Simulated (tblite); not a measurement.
Species: C8H12Cl2.
SMILES with atom numbers: `[CH2:1]=[CH:2][CH2:3][CH2:4]/[CH:5]=[C:6](/[CH3:7])[CH:8]([Cl:9])[Cl:10]` (hydrogens: H11, H12 on C1; H13 on C2; H14, H15 on C3; H16, H17 on C4; H18 on C5; H19, H20, H21 on C7; H22 on C8)

Computed geometry: GFN2-xTB, gas phase.

Give the optimised bond lengths and angles.

```tsv
bond	length (bohr)	order
C1=C2	2.493	double
C2–C3	2.824	single
C3–C4	2.910	single
C4–C5	2.826	single
C5=C6	2.516	double
C6–C7	2.831	single
C6–C8	2.821	single
C8–Cl9, C8–Cl10	3.380	single
C1–H11	2.037	single
C1–H12	2.034	single
C2–H13	2.046	single
C3–H14, C3–H15	2.065	single
C4–H16, C4–H17	2.062	single
C5–H18	2.045	single
C7–H19, C7–H20, C7–H21	2.055	single
C8–H22	2.058	single
```

Bonds in one row agree within 0.02 bohr and their mean is given. Orders are formal, as drawn. A selection of angles:
```tsv
angle	degrees
C2–C1–H11	121.6
C2–C1–H12	122.1
H11–C1–H12	116.3
C1–C2–C3	124.4
C1–C2–H13	120.4
C3–C2–H13	115.2
C2–C3–C4	111.2
C2–C3–H14	109.2
C4–C3–H14	108.5
C4–C3–H15	109.6
H14–C3–H15	108.0
C3–C4–C5	110.3
C3–C4–H16	109.1
C5–C4–H16	111.7
C5–C4–H17	109.1
H16–C4–H17	107.7
C4–C5–C6	127.8
C4–C5–H18	114.8
C6–C5–H18	117.4
C5–C6–C7	122.3
C5–C6–C8	122.1
C7–C6–C8	115.5
C6–C7–H19	110.4
C6–C7–H20	110.8
H19–C7–H20	108.9
H19–C7–H21	107.8
C6–C8–Cl9	109.9
C6–C8–Cl10	111.8
C6–C8–H22	113.5
Cl9–C8–Cl10	108.7
Cl9–C8–H22	106.2
Cl10–C8–H22	106.5
```

Dihedral angles: C1–C2–C3–C4 -124° (anticlinal); C2–C3–C4–C5 -178° (antiperiplanar); C3–C4–C5–C6 -88° (synclinal); C4–C5–C6–C7 177° (antiperiplanar); C5–C6–C8–Cl9 111° (anticlinal). The mirror-image conformer, all signs reversed, is as good.

Of the pairs four or more bonds apart, H16···H22 is among the closest relative to their van der Waals radii: 2.05 Å, 86 % of the sum of Bondi's values. The 7 C–C bonds span 1.319 Å (C1=C2, drawn double) to 1.540 Å (C3–C4, drawn single), a spread of 0.221 Å.

Point group: C1 (no symmetry element, even within 0.4 Å). Its GFN2-xTB frequencies are all real (lowest 19 cm⁻¹). One conformer, not necessarily the lowest. 3 starts were optimised and ended at 0.00, 0.10 and 1.75 kcal/mol (GFN2-xTB); the lowest of these is shown.
